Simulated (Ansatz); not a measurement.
Ansatz (a program for electronic structure) input (PBE0/def2-TZVP):

Ansatz 0.2 input:
```yaml
crystal:
  periodic: [false, false, false]
  atoms:
    - {symbol: O, position_ang: [-0.05243509, 0.00677906, -1.03625493]}
    - {symbol: S, position_ang: [-0.02593212, -0.01703994, 0.60328941]}
    - {symbol: H, position_ang: [0.83439461, 0.21840646, -1.36259117]}
basis:
  gaussian:
    orbitals: def2-TZVP
hamiltonian:
  xc: {name: PBE0}
magnetization: {spin_polarized: true, initial_magnetization: 1}
```

End of the output:

```
integrals: 0.01 GiB planned
466 factors; their error is unknown
mean field: 0.19 GiB planned
mean field evaluation 1: about -12889.8392 eV, gradient 2.8e1 eV
mean field evaluation 2: about -12881.4512 eV, gradient 5.4e1 eV
mean field evaluation 4: about -12892.3345 eV, gradient 1.1e0 eV
mean field evaluation 8: about -12892.3687 eV, gradient 4.5e-2 eV
mean field evaluation 16: about -12892.3687 eV, gradient 4.0e-5 eV
mean field -12892.36874369 eV, -473.7858125692 hartree, gradient 2.5e-5 eV, S^2 0.755153; 1 other end points of the search recorded, 0 dependent functions left out
reference -12892.36876121 eV, -473.7858132132 hartree; 13, 12 occupied and 61, 62 virtual orbitals, 466 factors
Total energy: -12892.36876121 eV, -473.7858132132 hartree
```

It need not be the lowest isomer of its formula.
